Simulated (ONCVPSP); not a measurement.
# PBEsol ONCV dataset for boron (B), scalar-relativistic all-electron reference.

```json
{
 "Element": "boron",
 "Generator": "ONCVPSP 4.0.1",
 "Type": "optimised norm-conserving Vanderbilt (ONCV)",
 "Functional": "PBEsol",
 "Relativity": "scalar-relativistic",
 "Frozen core": "[He]",
 "Valence charge": "3",
 "Reference configuration": "2s2 2p1",
 "Partial waves": "2s: rc 1.15 bohr, ncon 3, nbas 6, qcut 4.5 1/bohr, local; 2p: rc 3.00 bohr, ncon 3, nbas 6, qcut 4 1/bohr, 2 projectors, debl 3.1 Ha; d scattering state at 0.05 Ha: rc 3.30 bohr, ncon 4, nbas 8, qcut 2.6 1/bohr, 2 projectors, debl 1.7 Ha",
 "Local potential": "the s channel",
 "Core correction": "none"
}
```

Results:

```
Cutoffs needed           : 12 Ha and 51 Ha (the cutoffs (Ha) at which the residual kinetic energy of the hardest occupied pseudo-wave falls to 1 and 0.1 mHa per electron)
Ghost test               : no bound ghost flagged; no localised positive-energy state flagged
Largest excitation error : +351 meV (all-electron minus pseudo) for 2s1 2p0, out of 4 test configurations
```

Generation and tests took about 2 s on one core of a shared server CPU.
